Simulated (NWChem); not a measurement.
System: BeGeH4O; SMILES [Be]([OH])[GeH3]

Here is an NWChem input.

```
start job
memory heap 200 mb stack 900 mb global 1100 mb
geometry units angstroms noautoz
  Be     1.043820     0.005133    -0.754296
  O      2.163480    -0.014360    -1.580360
  H      2.931181     0.115893    -2.121686
  Ge    -0.710606     0.032850     0.543618
  H     -1.047301    -1.356884     1.128425
  H     -0.538890     0.973341     1.757378
  H     -1.988448     0.508924    -0.183027
end
basis spherical
  * library def2-svpd
end
dft
  xc xpbe96 cpbe96
  iterations 150
end
tddft
  cis
  nroots 6
  notriplet
end
task tddft energy
```

Geometry: optimised at PBE0/def2-SVP.

Vertical excitations in the gas phase.

Task: What results follow from this input? (PBE/def2-SVPD, TDA.) Quantities: lowest excitation, singlet (eV); oscillator strength of that lowest state; lowest state with f > 0.02, singlet (eV); oscillator strength of that bright state; orbital gap (eV).

Result: 
| Item | Value |
|---|---|
| lowest excitation, singlet (eV) | 6.05 |
| oscillator strength of that lowest state | 0.130 |
| lowest state with f > 0.02, singlet (eV) | 6.05 |
| oscillator strength of that bright state | 0.130 |
| orbital gap (eV) | 5.74 |
